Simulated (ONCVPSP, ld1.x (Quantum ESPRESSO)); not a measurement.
Potentials for Bi (Z = 83) compared

Generated with ld1.x 7.5 (TM, RRKJ, ultrasoft, PAW), atompaw 4.2 or ONCVPSP 4.0.1. The cutoff is in Ry: for ld1.x and atompaw files where the sum of valence levels is converged to 10 mRy in a Bessel basis, for ONCV files where the hardest occupied wave has 1 mHa per electron of residual kinetic energy. The error is the largest all-electron minus pseudo excitation energy over each file’s own four to seven test configurations (ionisations up to +4, promotions, holes and added fractions of an electron), all of which were solved. The labels leave out finer settings (local radius, basis sizes, second energies), which also bear on the numbers. Spin-polarised tests are not counted. The rows are a selection from randomly drawn settings: files with unsolved tests, undetermined cutoffs or missed reference levels are left out.

A true bound ghost makes a file unfit for plane-wave use even where its test errors are small: the radial tests pick states by their node count and pass the ghost by.

```tsv
potential	cutoff (Ry)	largest error (meV)	bound ghosts
ONCV, LDA (Perdew-Zunger), scalar-relativistic, rc 1.35/1.55/1.70 (spd), local smoothed, core correction yes, reference 5s2 5p6 5d10 6s2 6p3, qcut 10.7/10.6/10, projectors 2/2/2	86	-46	none
ONCV, LDA (Perdew-Wang 92), scalar-relativistic, rc 1.45/1.50/1.45 (spd), local smoothed, core correction yes, reference 5s2 5p6 5d10 6s1.75 6p3.25, qcut 8.4/9.1/12.5, projectors 3/2/2	66	-10	none
TM, LDA (PZ), scalar-relativistic, rc 1.75/2.15/2.00 (spd), local p, core correction no, reference 6s2 6p2.5	30	+124	d
```

(1) Fill in the row for Bi: ONCV, PBEsol, scalar-relativistic, rc 1.85/1.90 (sp), local smoothed, core correction yes, reference 6s2, qcut 2.8/5, projectors 3/2.

(2) Fill in the row for Bi: ONCV, PW91, scalar-relativistic, rc 2.00/2.15/1.50 (spd), local d, core correction no, reference 5d10 6s2 6p3, qcut 2.9/3.9/9.5, projectors 2/2/0.

## Answers

(1) cutoff 79 Ry, largest error -1818 meV, bound ghosts: p.

(2) cutoff 56 Ry, largest error -29 meV, bound ghosts: s.
